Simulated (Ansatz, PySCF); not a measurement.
Energy difference R1 → P1 + P2, each structure at its B3LYP-D3(BJ)/def2-TZVP stationary point, reached from a drawn start (curvature not checked).
R1: H2O2Zn (SMILES [OH][Zn][OH]), charge 0, multiplicity 1.
P1, HOZn (SMILES [OH][Zn]) (charge 0, multiplicity 2):
| atom | x (Å) | y (Å) | z (Å) |
|---|---|---|---|
| Zn | 0.2722 | -0.1536 | -1.3511 |
| O | 0.2438 | -0.1581 | 0.4930 |
| H | -0.5160 | 0.3117 | 0.8581 |
P2, OH (SMILES [OH]) (charge 0, multiplicity 2, Z-matrix in Å and degrees):
```
O
H 1 0.9767
```

P less R. No zero-point or thermal terms; singlets are restricted closed shells; open shells are unrestricted; no spin–orbit coupling. The spin states of the d-block species are the ones drawn and need not be the lowest.

Correlated levels freeze the cores.

Codes used: Ansatz (a quantum-chemistry and plane-wave program) with Gaussian orbitals; PySCF for the D3/D4 terms. All values are computed, each at the level named.

Total energies in hartree:

```
structure  PBE/def2-TZVPP  B3LYP-D3(BJ)/def2-TZVPP  CCSD(T)/def2-QZVPP
---------  --------------  -----------------------  ------------------
R1           -1930.730185             -1931.209200        -1929.904579
P1           -1854.888006             -1855.287800        -1854.081407
P2             -75.683357               -75.770086          -75.662568
```

Problem. Work out the reaction energy at each level in kJ/mol (1 hartree = 2625.49964 kJ/mol), and say how far PBE/def2-TZVPP lies from CCSD(T)/def2-QZVPP.

Solution. 
- PBE/def2-TZVPP: (-1854.888006) + (-75.683357) − (-1930.730185) = 0.158822 hartree = 417.0 kJ/mol
- B3LYP-D3(BJ)/def2-TZVPP: (-1855.287800) + (-75.770086) − (-1931.209200) = 0.151314 hartree = 397.3 kJ/mol
- CCSD(T)/def2-QZVPP: (-1854.081407) + (-75.662568) − (-1929.904579) = 0.160604 hartree = 421.7 kJ/mol
PBE/def2-TZVPP less CCSD(T)/def2-QZVPP: -4.7 kJ/mol. CCSD(T)/def2-QZVPP is the level counted from, the highest shown, and no exact or measured value.
